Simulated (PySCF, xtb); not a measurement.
B(F)(NHMe)(OMe) (C2H7BFNO), SMILES CNB(F)OC. The values are those of a single conformer.

Harmonic wavenumbers (cm⁻¹) from xtb 6.7.1 with GFN2-xTB at its own minimum, in rising order: 108, 132, 144, 160, 189, 244, 430, 507, 525, 548, 759, 1060, 1063, 1116, 1128, 1129, 1165, 1264, 1294, 1408, 1414, 1461, 1477, 1478, 1481, 1500, 2924, 2937, 2943, 2964, 2995, 3052, 3481.

Q: What does PBE-D3(BJ)/def2-SVP in PySCF give at its own minimum? (Estimate from the structure and the level; the computed values follow.)

A: 101, 127, 142, 179, 185, 258, 453, 520, 524, 627, 764, 1060, 1076, 1107, 1134, 1136, 1180, 1290, 1367, 1407, 1421, 1422, 1423, 1429, 1446, 1544, 2911, 2937, 2978, 2995, 3050, 3083, 3548. Paired by order, the mean absolute difference is 24 cm⁻¹ and the zero-point energies are 63.6 and 64.1 kcal/mol.
